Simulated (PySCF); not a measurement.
## Two-dimensional NMR puzzle

Compound of formula C5H4N2O2. Correlations simulated from computed shifts and the bond graph:

HSQC (one-bond C–H):
```
  δH     δC
9.28  163.8
7.40  128.3
```

COSY cross peaks (H two or three bonds apart, from the bond graph; peaks can be absent where the dihedral angle is near 90°):
```
  δH    δH
9.28  7.40
```

HMBC (two and three bonds, from the bond graph; two-bond peaks within aromatic rings are usually weak or absent):
```
  δH                   δC
9.28  163.8, 160.6, 128.3
7.40                163.8
```

Carbons without hydrogens: δ 167.4, 160.6.

Calculated, not measured (PySCF): PBE0/pcSseg-1 with gauge-including orbitals, geometry from GFN2-xTB. One averaged value for each set of equivalent atoms, gas phase, one conformer, relativity neglected.

Scale: ¹H, ¹³C vs TMS (reference shieldings calculated alike).

Exchangeable hydrogens are left out of these lists.

Question: Which molecule is this?

Answer: `N1=CC=CN=C1C(=O)O`.

Numbering as in the mapped SMILES `[O:1]=[C:2]([OH:3])[c:4]1[n:5][cH:6][cH:7][cH:8][n:9]1`. Hydrogens are named by the atom that carries them.

- δC 167.4 is C2, a carboxylic acid carbon.
- δC 163.8 is C6/C8, an aromatic CH next to a ring nitrogen (δH 9.28).
- δC 160.6 is C4, a substituted aromatic carbon next to a ring nitrogen.
- δC 128.3 is C7, an aromatic CH (δH 7.40).
- HMBC from δH 9.28 reaches the proton-free carbon C4.
- COSY links 9.28–7.40.

This is the structure that produced the data.

The OH or NH signal is concentration- and solvent-dependent in practice; the value given is the gas-phase one. Shifts are as computed. Against solution values, carbons near 30 ppm lie about +3 ppm off and those near 130 ppm about +5 ppm (rms about the fit 2.1 ppm; single classes can miss by 10 ppm). Of 1328 compounds with measured shifts, 309 miss one by over three times the rms of a fit or turn the order of signals round; such compounds aren't used in these exercises. Signals without a measured value on file couldn't be tested in this way; 1H shifts scatter by 0.2 ppm about their fit, and single ones miss by 0.5 ppm. The C=O carbon of an acid or of an amide with N–H lies up to 10 ppm further downfield in solution, through hydrogen bonding that the calculation lacks.
